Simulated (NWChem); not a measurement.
Molecule: MgHCl; SMILES [MgH][Cl]

```xyz
3

Mg    -0.0019     1.1358     0.0000
H     -0.0077     2.8290     0.0000
Cl     0.0014    -1.0756     0.0000
```
Atoms are numbered in this order, from 1.

All runs use the structure optimised with B3LYP/6-31G* (spherical d).

List the 4 lowest vertical singlet excitations from PBE/6-31G* (spherical d), full TDDFT (NWChem).


| state | energy (eV) | oscillator strength | leading excitation (squared amplitude) |
|---|---|---|---|
| S1 | 5.59 | 0.036 | HOMO−1 → LUMO (0.99) |
| S2 | 5.59 | 0.036 | HOMO−2 → LUMO (0.99) |
| S3 | 6.04 | 0.000 | HOMO−2 → LUMO+1 (0.53) |
| S4 | 6.04 | 0.000 | HOMO−1 → LUMO+1 (0.50) |
